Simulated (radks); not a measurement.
Results of a calculation; reference values are marked as such.
Mean orbital radii <r> (bohr) of the rubidium ion Rb3+, [Ar] 3d10 4s2 4p4, at several levels of relativity; Dirac values are averaged over j with weights 2j + 1. Spin-unpolarised spherical Kohn-Sham, PBE, point nucleus unless stated (finite: rms radius 4.2036 fm), a radial shooting solver on a logarithmic mesh with Libxc functionals. A level marked "c x" has the speed of light scaled by that factor and shares open shells by 2j + 1; other Dirac levels either fill j = l - 1/2 first or share by 2j + 1.

shell  non-rel.  Dirac, 2j+1 shares  Dirac, c x 0.75  Dirac, c x 10  change of magnitude, last against first (%)
1s      0.04129             0.04029          0.03949        0.04128                                        -0.02
2s       0.1822              0.1775           0.1738         0.1822                                        -0.03
2p       0.1569              0.1550           0.1534         0.1569                                        -0.01
3s       0.5215              0.5101           0.5010         0.5214                                        -0.02
3p       0.5231              0.5181           0.5142         0.5230                                        -0.01
3d       0.5221              0.5238           0.5253         0.5221                                        0.00
4s        1.416               1.391            1.371          1.416                                        -0.02
4p        1.580               1.573            1.567          1.580                                        0.00
